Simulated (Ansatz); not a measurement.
# From F to I: the HOMO–LUMO gap

Gas-phase molecules, one atom swapped for its congeners: BCl2F (dichlorofluoroborane) `FB(Cl)Cl`; BCl3 (boron trichloride) `ClB(Cl)Cl`; BBrCl2 (bromodichloroborane) `ClB(Cl)Br`; BICl2 (dichloroiodoborane) `ClB(Cl)I`. All are singlets with charge 0.

Shapes, held fixed at every level: PBE0-D4/def2-TZVP. Programs: Ansatz 0.2.0. Values in eV.

(1) How should the HOMO–LUMO gap change along the series?

Results:

(1) At wB97X-V/def2-TZVPP the HOMO–LUMO gap falls at every step, from 13.19 to 10.35 eV. Every level shows the same order. For atoms past krypton def2 sets carry core potentials with scalar relativity. Relativity is left out for Br. Orbital gaps aren't excitation energies, and the LUMO depends on the basis.

| level | BCl2F | BCl3 | BBrCl2 | BICl2 |
| --- | --- | --- | --- | --- |
| PBE-D4/def2-TZVPP | 5.94 | 5.04 | 4.59 | 3.87 |
| r2SCAN-D4/def2-TZVPP | 6.66 | 5.67 | 5.19 | 4.39 |
| BHLYP-D4/def2-TZVPP | 10.86 | 9.81 | 9.10 | 7.97 |
| PBE0-D4/def2-TZVPP | 8.41 | 7.40 | 6.83 | 5.90 |
| wB97M-V/def2-TZVPP | 12.87 | 11.80 | 11.15 | 10.10 |
| wB97X-V/def2-TZVPP | 13.19 | 12.10 | 11.43 | 10.35 |
